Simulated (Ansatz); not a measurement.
`[SiH3]C[CH2][InH2]` + HI → `[InH2][I]` + `CC[SiH3]` at 298.15 K and 1 bar (ligand exchange at the In–C bond).

Computed with Ansatz on PBE0-D4/def2-TZVP structures; ΔE is electronic, products minus reactants. CCSD(T)/CBS is the MP2 limit (def2-TZVPP, def2-QZVPP) plus CCSD(T) − MP2 in def2-TZVPP, frozen cores. Elements past krypton have def2 core potentials. For I, In outer-core shells are correlated without core-valence functions, which leaves a few kJ/mol of doubt a bond. Each species was taken in one conformer, which may not be the lowest.

```
             species  CCSD(T)/CBS energy (Eh)  H − E (kJ/mol)  S (J/(mol·K))
`[SiH3]C[CH2][InH2]`               -560.37565           261.7          364.8
                  HI               -298.03592            22.7          206.5
         `[InH2][I]`               -488.48444            45.6          295.3
          `CC[SiH3]`               -369.99568           252.6          298.1
```

H − E and S are ideal-gas, rigid-rotor, harmonic terms from PBE0-D4/def2-TZVP, for one conformer and one mirror image of each species. 1 Eh = 2625.50 kJ/mol, R = 8.31446 J/(mol·K).

Problem. By hand: ΔE, ΔH, ΔS and ΔG.

Solution. ΔE = (-488.48444) + (-369.99568) − (-560.37565) − (-298.03592) = -0.06855 Eh = -180.0 kJ/mol. Δ(H − E) = 45.6 + 252.6 − 261.7 − 22.7 = 13.8, so ΔH = -166.2 kJ/mol. ΔS = 295.3 + 298.1 − 364.8 − 206.5 = 22.1 J/(mol·K). ΔG = -166.2 − 298.15 × (22.1)/1000 = -172.8 kJ/mol.

Problem. By hand: the equilibrium constant, and the temperature at which ΔG would vanish if ΔH and ΔS stayed fixed.

Solution. log₁₀ K = −ΔG/(RT ln 10) = 30.3. ΔH and −TΔS have one sign here, so there is no such temperature.

ΔH outweighs TΔS. A doubt of 5 kJ/mol in ΔE shifts log₁₀ K by 0.9 here. Other conformers and mirror images would add mixing entropy, several J/(mol·K) or more a flexible species. These are equilibria of isolated gas molecules and say nothing of rates. Largest T1 diagnostic: 0.013 (customary marks: 0.02 for closed shells, 0.045 for open ones).
